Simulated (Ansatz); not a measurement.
Cost and result up the ladder for Ca₂O₃H₂ (7 atoms). Charge 0, multiplicity 1. Geometry: B3LYP-D4/def2-SVP.

```xyz
7

Ca   -0.760    0.546    1.016
Ca    1.192   -1.396   -0.806
O     1.152    0.747   -0.310
O    -0.714   -1.219   -0.209
O     0.312    0.645   -1.544
H    -0.767    0.717    3.064
H    -0.414   -0.040   -1.211
```

Ansatz on 4 threads of Arm Neoverse V2 on a shared host. Times are rough, and most runs start from the orbitals of an earlier one. ωB97M-V/def2-TZVP serves as the yardstick here, not as an exact answer. Binding counts from free atoms at the same level (Ca singlet, O triplet, H doublet; other spins of the atoms weren't run), without zero-point energy or a counterpoise term.

Correlated methods freeze 13 core orbitals; core or outer-core shells of Ca are correlated, in sets that lack core-valence functions. The structure holds 1 bond(s) between oxygen atoms. Another isomer (singlet) lies 4.69 eV lower at PBE0-D4/def2-TZVP; other spin states weren't run for this one.

Correlated methods converge slowly with the basis.

| level | functions | wall time | binding energy per atom (eV) | difference from ωB97M-V/def2-TZVP (eV) |
| --- | --- | --- | --- | --- |
| PBE-D4/def2-TZVP (with forces) | 177 | 2.1 s | 3.21 | 0.23 |
| PBE0-D4/def2-TZVP | 177 | 2.7 s | 2.97 | -0.02 |
| r2SCAN-D4/def2-TZVP | 177 | 4.1 s | 3.16 | 0.17 |
| B97M-V/def2-TZVP | 177 | 7.5 s | 3.06 | 0.07 |
| ωB97M-V/def2-TZVP | 177 | 9 s | 2.99 | 0.00 |
| CCSD(T)/def2-TZVPP | 193 | 99 s | 2.78 | -0.21 |
